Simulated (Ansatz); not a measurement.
Task: Name a neutral molecule of B, Cl, O, Si and H with HOMO–LUMO gap (PBE/def2-TZVPP) between 5.75 and 6.05 eV and zero-point energy (PBE0-D4/def2-TZVP) between 88 and 104 kJ/mol (Ansatz, PBE0-D4/def2-TZVP geometry).

Result: `[SiH3]OB(Cl)Cl` (5.96 eV, 96.9 kJ/mol). Other molecules can fit too; these were computed, each in one conformer that needn't be the lowest.
